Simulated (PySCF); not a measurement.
C$_{2}$H$_{10}$GeP$_{2}$ (SMILES [CH3][Ge]([CH3])([PH2])[PH2]), singlet, at a GFN2-xTB geometry, atoms displaced at random by about 0.08 Å a coordinate; TPSS/STO-3G, gradient (PySCF).

Input for PySCF:
```python
from pyscf import gto, scf, dft

mol = gto.M(
    atom='''
C     0.018129   -0.908878    2.023968
Ge   -0.066876    0.139014    0.266721
C    -0.372440    1.976995    0.635356
P     1.953305   -0.230851   -0.860058
P    -1.709849   -0.681235   -1.028263
H     1.055659   -0.515628    2.671743
H     0.186856   -1.917468    1.693363
H    -0.749859   -0.791020    2.531205
H    -0.283840    2.451558   -0.229038
H     0.523135    2.358897    1.430755
H    -1.287568    2.216065    1.146906
H     2.530721    1.009075   -0.293748
H     1.493022    0.498814   -1.791411
H    -2.618428   -1.165079    0.003572
H    -1.170361   -1.884127   -1.083774
''',
    basis='sto-3g',
    charge=0,
    spin=0,
    verbose=3,
)

mf = dft.RKS(mol)
mf.xc = 'tpss'
mf.grids.level = 5
mf.kernel()
g = mf.nuc_grad_method()
g.grid_response = True
grad = g.kernel()
```

Problem. Write the output that PySCF gives for this input, abridged.

Solution. 
```
converged SCF energy = -2809.30952206055
--------------- RKS gradients ---------------
         x                y                z
0 C    -0.2523590010    -0.0464850706     0.1222101191
1 Ge    -0.0055580996     0.0095681127    -0.0459547962
2 C    -0.0761567790     0.0662126700    -0.1361073365
3 P    -0.0299881660     0.0188117363    -0.0974414773
4 P     0.0453344550    -0.0404080763    -0.0074645192
5 H     0.0745257310     0.0300946058     0.0414514001
6 H    -0.0015807950     0.0241321543    -0.0073402336
7 H     0.1779882549    -0.0231298707    -0.1224381686
8 H    -0.0080862730    -0.0701696332     0.0936222436
9 H     0.0542619487     0.0178845678     0.0545650821
10 H     0.0215390887    -0.0029288398    -0.0042706636
11 H     0.0068059836     0.0285412356     0.0068737170
12 H     0.0354618508    -0.0542449823     0.0862574605
13 H    -0.0151313752    -0.0128796551     0.0096977069
14 H    -0.0270568237     0.0550010457     0.0063394656
----------------------------------------------
```
